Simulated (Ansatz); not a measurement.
Cl$_{5}$Si$_{2}$ (SMILES Cl[Si](Cl)[Si](Cl)(Cl)Cl), doublet, at a GFN2-xTB geometry. Base run: Ansatz (a first-principles code) with HF/cc-pVDZ.

Geometry (Å):
```xyz
7

Cl     1.9224    -1.9083    -0.8201
Si     1.3552     0.0199    -0.5363
Cl     2.5656     0.7813     0.9042
Si    -0.8869     0.1953     0.0240
Cl    -1.6409    -0.7291     1.6688
Cl    -1.2894     2.1711     0.2325
Cl    -1.9434    -0.4922    -1.5634
```
Charge 0, spin multiplicity 2.
Orbitals are unrestricted.
All else is at Ansatz's defaults.
Base energy -2875.60454 Eh.

The base run was repeated with changes; each row names its change, and settings that it needs were set with it.

```
change                                                           ΔE vs base (µEh)
---------------------------------------------------------------  ----------------
base                                                                          0.0
lower_state_search = off                                                      0.0
nuclear_model = gaussian                                                     2521
point_charge = charge:0.5 position_ang:2.0864, 1.4513, 5.2315                -990
point_charge = charge:1.0 position_ang:0.1872, -0.3622, 5.795               -3337
point_charge = charge:-1.0 position_ang:1.3066, 2.0914, -5.2922             -7485
accuracy = high                                                             -20.4
lower_state_search = light                                                    0.0
lower_state_search = full                                                     0.0
fitting.mean_field = def2-universal-JKFIT                                     210
fitting.mean_field = cc-pVTZ-JKFIT                                            241
```
